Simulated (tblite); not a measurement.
C₆H₅NOP₂.
SMILES with atom numbers: `[CH3:1][O:2][c:3]1[p:4][cH:5][cH:6][p:7][c:8]1[C:9]#[N:10]` (hydrogens: H11, H12, H13 on C1; H14 on C5; H15 on C6)

Structure used (GFN2-xTB), in Å, numbered top down from 1:
```xyz
15
C6H5NOP2 angstrom
C     -2.264   -1.027    0.879
O     -1.640    0.154    0.443
C     -0.341    0.091    0.079
P      0.504   -1.452    0.166
C      2.095   -1.036   -0.388
C      2.605    0.167   -0.798
P      1.806    1.705   -0.898
C      0.194    1.315   -0.341
C     -0.683    2.425   -0.324
N     -1.372    3.342   -0.320
H     -1.768   -1.431    1.769
H     -3.289   -0.751    1.120
H     -2.261   -1.790    0.093
H      2.766   -1.891   -0.398
H      3.645    0.188   -1.105
```

Computed values, GFN2-xTB/tblite, gas phase, harmonic and unscaled. Against measured fundamentals such values can be off by several per cent, at times by over 20. One conformer, not necessarily the lowest.

Harmonic wavenumbers (cm⁻¹): 65.5, 107.5, 120.0, 128.9, 216.4, 220.6, 246.1, 313.6, 337.5, 372.7, 431.5, 457.7, 505.7, 558.7, 586.9, 608.0, 733.3, 740.4, 888.6, 891.8, 939.8, 1023.8, 1115.5, 1130.1, 1133.3, 1196.7, 1212.2, 1319.0, 1322.6, 1397.2, 1451.8, 1455.3, 1459.4, 2355.4, 2921.5, 2936.3, 3000.3, 3018.1, 3034.6.

A = 1190, B = 1134, C = 583.0 MHz; mass 168.985 u (most abundant isotopes); point group Cs, symmetry number 1.

Zero-point energy?

½Σν̃ = 20977 cm⁻¹ = 250.94 kJ/mol.

What is S at 298.15 K and 1 bar for an ideal gas of classical rigid rotors and harmonic oscillators?

Translation 172.83, rotation 127.16, vibration 117.53: S = 417.5 J/(mol K).

And Cp and H(298.15 K) − H(0)?

Cp = 160.02 J/(mol K), of which vibrations give 126.76 (their classical limit is 39 R = 324.3); H(298.15 K) − H(0) = 29.27 kJ/mol without the zero-point energy, 19.36 from vibrations.

Blend soft modes into free rotors: weight 1/[1 + (100 cm⁻¹/ν̃)⁴] for the oscillator and the rest for a rotor with moment μB/(μ + B), μ = h/(8π²ν), B = 10⁻⁴⁴ kg m². What vibrational entropy results?

112.15 J/(mol K) in place of 117.53, which changes −T·S at 298.15 K by +1.60 kJ/mol.

How do the functions run with temperature in this model?

```json
{"T (K)": "150", "S (J/(mol K))": "329.1", "Cp (J/(mol K))": "101.7", "H − H(0) (kJ/mol)": "9.72", "G − H(0) (kJ/mol)": "-39.65", "ln q(vib)": "2.46"}
{"T (K)": "250", "S (J/(mol K))": "390.9", "Cp (J/(mol K))": "142.5", "H − H(0) (kJ/mol)": "21.99", "G − H(0) (kJ/mol)": "-75.74", "ln q(vib)": "5.06"}
{"T (K)": "400", "S (J/(mol K))": "469.3", "Cp (J/(mol K))": "192.8", "H − H(0) (kJ/mol)": "47.29", "G − H(0) (kJ/mol)": "-140.41", "ln q(vib)": "8.96"}
{"T (K)": "600", "S (J/(mol K))": "557.0", "Cp (J/(mol K))": "239.4", "H − H(0) (kJ/mol)": "90.87", "G − H(0) (kJ/mol)": "-243.32", "ln q(vib)": "13.90"}
{"T (K)": "900", "S (J/(mol K))": "662.7", "Cp (J/(mol K))": "280.9", "H − H(0) (kJ/mol)": "169.52", "G − H(0) (kJ/mol)": "-426.92", "ln q(vib)": "20.55"}
```

q(vib) and H(0) count from the zero-point level.

What must be added to the electronic energy to get the Gibbs energy at 298.15 K and 1 bar?

ZPE + [H(298.15 K) − H(0)] − T·S = 250.94 + 29.27 − 124.48 = 155.73 kJ/mol.

Hindered rotation and anharmonicity are outside this model. Other conformers, if any are populated, would add a mixing term that is left out.
